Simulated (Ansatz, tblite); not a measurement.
Cost and result up the ladder for `Sc1ccc(-c2ccc(-c3ccccc3)cc2)cc1` (33 atoms). The state is a singlet with charge 0. Geometry: r2SCAN-D4/def2-SVP.

Ansatz on 2 threads of AMD EPYC 7R13 on a shared host and a share (18 GiB) of an NVIDIA H100 80GB HBM3; xTB runs through tblite on one thread. Times are rough, summed over both states, and most runs start from the orbitals of an earlier one. PBE0-D4/def2-TZVP serves as the yardstick here, not as an exact answer. The other state is a triplet.

The xTB rows come from tblite. Single mean-field runs in def2-TZVP are fitted with def2-universal-jkfit.

xTB has no spin-polarisation term.

```
                          level  functions  wall time  vertical triplet (eV)  difference from PBE0-D4/def2-TZVP (eV)
                       GFN2-xTB         95    0.079 s                   2.98                                   -0.21
                       GFN1-xTB        109      0.1 s                   2.95                                   -0.24
               PBE-D4/def2-TZVP        679       11 s                   2.86                                   -0.33
PBE0-D4/def2-TZVP (with forces)        679       17 s                   3.19                                    0.00
```
